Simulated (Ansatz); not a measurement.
Reaction (formal loss of a carbene): `CC(C)B(O)O` → `[CH2]` (triplet) + `CCB(O)O`

Isolated molecules relaxed with PBE0-D4/def2-TZVP in Ansatz; ΔE leaves out vibrations. CCSD(T)/CBS is the MP2 limit (def2-TZVPP, def2-QZVPP) plus CCSD(T) − MP2 in def2-TZVPP, frozen cores. This one scheme is used for every species. Functionals use def2-TZVPP. B3LYP here is the variant with VWN-RPA as its local correlation; programs differ in this. Triplets are unrestricted, without spin–orbit coupling. One conformer a species, not always the lowest.

CCSD(T)/CBS gives +432.5 kJ/mol.

(1) Another level gave +421.9 kJ/mol. Which?
A. SCS-MP2/def2-TZVPP
B. B3LYP/def2-TZVPP
C. CCSD(T)/def2-TZVPP
D. HF/def2-TZVPP

Largest T1 diagnostic among the species: 0.011.

## Answers

(1) C. CCSD(T)/def2-TZVPP 421.9, HF/def2-TZVPP 280.0, SCS-MP2/def2-TZVPP 434.9, B3LYP 409.7 kJ/mol.

The D4 term adds +12.8 kJ/mol with B3LYP and +7.0 kJ/mol with PBE0; it sums over pairs of atoms, weighted by their polarisabilities, and B3LYP, whose exchange is more repulsive, gets the larger term. In def2-TZVPP, CCSD(T) changes the Hartree–Fock value by +141.9 kJ/mol (the triples alone add +12.0 kJ/mol) and MP2 by +155.4 kJ/mol.
